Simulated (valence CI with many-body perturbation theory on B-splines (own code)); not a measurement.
# Energy levels of Hf XLI

Method: configuration interaction combined with many-body perturbation theory (CI+MBPT): four valence electrons over a frozen Dirac-Fock core [Ar] 3d10, a basis of 11 s, 11 p, 10 d, 8 f, 5 g, 2 h functions for each j, with the one-electron correlation potential Σ1, the two-electron term Σ2, the three-electron term Σ3, Breit, model QED; selected CI, second order for the rest, scaled by the run's own slope (own B-spline code, finite nucleus).

No measured spectrum was set against this ion. As an estimate, large intervals hold to a few tenths of a per cent, small ones and those within an open d or f shell to about a per cent. Among the levels kept, up to 380 cm⁻¹ of a level comes from second order outside the variational space, and about a tenth of that is noise between levels of different J, which matters for small intervals.

Levels 1 to 45 of 189, with energies above the lowest level, (4s^2 4p1/2^2) J=0. "Leading %" is the weight of the configuration and term that name the level; weights of strongly mixed levels are sums over their largest components and can fall short, so below about 35 % the name and the second component can differ from the true leading terms, or belong to a minority configuration. In the jj column 3d3/2^4 stands for four electrons in 3d with j = 3/2. Lifetimes count E1, E2, E3, M1 and M2 decay at the calculated energies, and are blank where another channel may lead or the interval is too uncertain; long ones can be off by a factor of two.

```csv
No.,Configuration,Term,J,E (Ry),Leading %,Lifetime,Second component,Leading jj
1,4s2 4p2,3P,0,0.000,70,,29 % 4s2 4p2 1S,4s^2 4p1/2^2 (99 %)
2,4s2 4p2,3P,1,5.772,99,314 ns,,4s^2 4p1/2 4p3/2 (99 %)
3,4s2 4p2,1D,2,6.074,63,12.1 μs,37 % 4s2 4p2 3P,4s^2 4p1/2 4p3/2 (99 %)
4,4s2 4p2,3P,2,12.074,62,177 ns,36 % 4s2 4p2 1D,4s^2 4p3/2^2 (99 %)
5,4s 4p3,3P°,2,12.462,44,50.4 ps,33 % 4s 4p3 5S°,4s 4p1/2^2 4p3/2 (96 %)
6,4s2 4p2,1S,0,12.731,70,138 ns,29 % 4s2 4p2 3P,4s^2 4p3/2^2 (98 %)
7,4s 4p3,3D°,1,13.497,38,3.40 ps,24 % 4s 4p3 1P°,4s 4p1/2^2 4p3/2 (93 %)
8,4s2 4p 4d,3F°,2,16.506,72,134 ps,20 % 4s2 4p 4d 1D°,4s^2 4p1/2 4d3/2 (97 %)
9,4s 4p3,5S°,2,17.634,38,238 ps,30 % 4s 4p3 3D°,4s 4p1/2 4p3/2^2 (70 %)
10,4s2 4p 4d,3D°,1,17.772,51,733 fs,24 % 4s2 4p 4d 1P°,4s^2 4p1/2 4d3/2 (90 %)
11,4s 4p3,3D°,3,18.090,46,34.9 ps,26 % 4s2 4p 4d 3F°,4s^2 4p1/2 4d5/2 (52 %)
12,4s2 4p 4d,3P°,2,18.882,34,2.13 ps,24 % 4s 4p3 3D°,4s^2 4p1/2 4d5/2 (65 %)
13,4s 4p3,3D°,3,19.048,51,3.41 ps,35 % 4s2 4p 4d 3F°,4s 4p1/2 4p3/2^2 (51 %)
14,4s 4p3,3P°,0,19.089,96,4.91 ps,,4s 4p1/2 4p3/2^2 (96 %)
15,4s 4p3,3P°,1,19.573,50,2.71 ps,19 % 4s 4p3 3D°,4s 4p1/2 4p3/2^2 (92 %)
16,4s 4p3,1D°,2,19.787,66,1.67 ps,12 % 4s 4p3 3D°,4s 4p1/2 4p3/2^2 (85 %)
17,4s 4p3,3S°,1,19.888,40,1.28 ps,24 % 4s 4p3 3D°,4s 4p1/2 4p3/2^2 (94 %)
18,4s 4p2 4d,5F,1,23.290,46,21.1 ps,33 % 4s 4p2 4d 3D,4s 4p1/2^2 4d3/2 (96 %)
19,4s2 4p 4d,3D°,2,23.411,50,814 fs,23 % 4s2 4p 4d 1D°,4s^2 4p3/2 4d3/2 (90 %)
20,4s2 4p 4d,3P°,1,23.486,53,957 fs,34 % 4s2 4p 4d 3D°,4s^2 4p3/2 4d3/2 (91 %)
21,4s 4p2 4d,3D,2,23.508,27,23.4 ps,24 % 4s 4p2 4d 5F,4s 4p1/2^2 4d3/2 (91 %)
22,4s2 4p 4d,3P°,0,23.559,95,996 fs,,4s^2 4p3/2 4d3/2 (95 %)
23,4s2 4p 4d,3F°,3,23.588,38,1.00 ps,32 % 4s2 4p 4d 1F°,4s^2 4p3/2 4d3/2 (89 %)
24,4s2 4p 4d,3P°,2,23.911,31,101 ps,30 % 4s2 4p 4d 1D°,4s^2 4p3/2 4d5/2 (68 %)
25,4s2 4p 4d,3F°,4,24.005,99,373 ns,,4s^2 4p3/2 4d5/2 (99 %)
26,4s 4p2 4d,3D,3,25.006,29,4.74 ps,24 % 4s 4p2 4d 5D,4s 4p1/2^2 4d5/2 (93 %)
27,4s2 4p 4d,3D°,3,25.325,51,1.37 ps,47 % 4s2 4p 4d 1F°,4s^2 4p3/2 4d5/2 (91 %)
28,4s 4p2 4d,3F,2,25.354,18,5.55 ps,16 % 4s 4p2 4d 1D,4s 4p1/2^2 4d5/2 (71 %)
29,4s2 4p 4d,1P°,1,25.357,53,2.41 ps,24 % 4s2 4p 4d 3P°,4s^2 4p3/2 4d5/2 (82 %)
30,4s 4p3,3P°,2,25.735,34,1.33 ps,15 % 4s2 4p 4d 3P°,4s 4p3/2^3 (66 %)
31,4s 4p3,1P°,1,26.564,34,880 fs,20 % 4s 4p3 3S°,4s 4p3/2^3 (78 %)
32,4p4,3P,2,26.701,44,1.81 ps,20 % 4p4 1D,4p1/2^2 4p3/2^2 (64 %)
33,4p4,1S,0,26.953,54,2.29 ps,34 % 4p4 3P,4p1/2^2 4p3/2^2 (87 %)
34,4s 4p2 4d,5D,0,28.501,86,27.9 ps,12 % 4s 4p2 4d 3P,4s 4p1/2 4p3/2 4d3/2 (96 %)
35,4s 4p2 4d,5D,1,28.517,56,28.3 ps,20 % 4s 4p2 4d 5F,4s 4p1/2 4p3/2 4d3/2 (97 %)
36,4s 4p2 4d,5F,2,28.554,44,9.06 ps,16 % 4s 4p2 4d 5D,4s 4p1/2 4p3/2 4d3/2 (94 %)
37,4s 4p2 4d,5F,3,28.690,47,23.2 ps,31 % 4s 4p2 4d 3F,4s 4p1/2 4p3/2 4d3/2 (92 %)
38,4s 4p2 4d,3G,4,29.151,31,130 ps,30 % 4s 4p2 4d 5F,4s 4p1/2 4p3/2 4d3/2 (83 %)
39,4s2 4p 4f,3G,3,29.530,30,36.6 ps,29 % 4s 4p2 4d 3G,4s 4p1/2 4p3/2 4d3/2 (55 %)
40,4s 4p2 4d,3F,2,29.665,58,4.19 ps,11 % 4s 4p2 4d 5D,4s 4p1/2 4p3/2 4d3/2 (76 %)
41,4s 4p2 4d,5D,4,29.702,50,252 ps,30 % 4s 4p2 4d 5F,4s 4p1/2 4p3/2 4d5/2 (97 %)
42,4s 4p2 4d,5P,3,29.874,28,1.13 ps,18 % 4s 4p2 4d 3F,4s 4p1/2 4p3/2 4d3/2 (71 %)
43,4s 4p2 4d,5P,2,30.031,31,893 fs,20 % 4s 4p2 4d 3D,4s 4p1/2 4p3/2 4d3/2 (86 %)
44,4s 4p2 4d,5P,1,30.075,28,997 fs,19 % 4s 4p2 4d 3P,4s 4p1/2 4p3/2 4d3/2 (92 %)
45,4s 4p2 4d,3D,1,30.240,30,1.39 ps,19 % 4s 4p2 4d 1P,4s 4p1/2 4p3/2 4d3/2 (81 %)
```

The ionisation energy to 4s2 4p 2P°_1/2 of the next ion comes out as 1964.8 eV (NIST: 1963 ± 4 eV (theoretical)). All 189 levels together are meant to be complete up to 44.536 Ry.
